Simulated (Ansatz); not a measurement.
Input for Ansatz (a program for electronic structure): R-PBE/def2-TZVPP on As2BH5 (SMILES [AsH2]B[AsH2]), a point of a torsion scan.

Ansatz 0.2 input:
```yaml
crystal:
  periodic: [false, false, false]
  atoms:
    - {symbol: As, position_ang: [1.79231378, 0.04075868, -0.20732487]}
    - {symbol: B, position_ang: [-0.06921244, -0.73367370, 0.04040643]}
    - {symbol: As, position_ang: [-1.31658992, -0.37842816, 1.57800087]}
    - {symbol: H, position_ang: [1.25386650, 1.45148702, -0.21012115]}
    - {symbol: H, position_ang: [2.03041376, 0.20050233, 1.27834853]}
    - {symbol: H, position_ang: [-0.45299297, -1.49384360, -0.77585385]}
    - {symbol: H, position_ang: [-0.43749081, 0.63323299, 2.27689057]}
    - {symbol: H, position_ang: [-0.62899552, -1.47935087, 2.34716689]}
basis:
  gaussian:
    orbitals: def2-TZVPP
hamiltonian:
  xc: {name: PBE}
scf: {lower_state_search: off}
```

It printed:

```
WARN ansatz: RAYON_NUM_THREADS=1 ignored (pool sized by the plan → 1); use --threads N
Functional definition: PBE
these checks for a lower state are left out or cut short: stability, starts, cluster_reference, orbital_swaps, neighbouring_geometries, increment
integrals: 0.13 GiB planned
1210 factors; their error is unknown
mean field: 0.81 GiB planned
mean field evaluation 1: about -122416.8055 eV, gradient 3.5e1 eV
mean field evaluation 2: about -122413.0585 eV, gradient 4.7e1 eV
mean field evaluation 4: about -122419.8566 eV, gradient 2.4e0 eV
mean field evaluation 8: about -122419.8745 eV, gradient 4.7e-2 eV
mean field evaluation 16: about -122419.8636 eV, gradient 9.2e-5 eV
mean field -122419.86362795 eV, -4498.8470091632 hartree, gradient 2.0e-6 eV, S^2 0.000000; 0 other end points of the search recorded, 0 dependent functions left out
reference -122419.86366836 eV, -4498.8470106482 hartree; 38, 38 occupied and 159, 159 virtual orbitals, 1210 factors
Total energy: -122419.86366836 eV, -4498.8470106482 hartree
Checks for a lower state left out: stability, starts, cluster_reference, orbital_swaps, neighbouring_geometries, increment
```

Self-consistency was reached.

Cost: very roughly 5 core-seconds.
